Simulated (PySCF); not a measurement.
**Ionisation energy of Se by level of theory**

Se [Ar] 3d10 4s2 4p4 (3P) → Se⁺ [Ar] 3d10 4s2 4p3 (4S), as a difference of total energies. Computed with PySCF 2.14 in x2c-TZVPPall (6s5p4d1f, 48 functions), with the spin-free X2C one-electron Hamiltonian (Gaussian nucleus). Correlated levels: valence: [Ar] 3d10 frozen; valence and next inner shell: [Ne] frozen. The calculations carry no spin-orbit coupling.

```csv
method,ionisation energy (eV),plus first-order spin-orbit estimate,error of that sum (eV)
UHF,8.543,8.654,-1.098
LDA,9.888,9.999,+0.247
PBE,9.631,9.742,-0.010
PBE0,9.624,9.735,-0.017
r2SCAN,9.686,9.797,+0.045
MN15,9.508,9.619,-0.133
PW91,9.693,9.805,+0.053
wB97X,9.804,9.915,+0.163
M06-L,9.469,9.580,-0.172
ROHF,8.440,8.551,-1.201
MP2 (valence),9.217,9.328,-0.424
SCS-MP2 (valence),9.282,9.393,-0.359
MP2 (valence and next inner shell),9.268,9.379,-0.373
SCS-MP2 (valence and next inner shell),9.313,9.424,-0.328
```

Reference: 9.752 eV (measured; NIST Atomic Spectra Database, ionization energies).

A first-order spin-orbit estimate (lowest level to lowest level, LS coupling) adds 0.111 eV.

Errors of the correlated levels include the incompleteness of this basis and the frozen core.
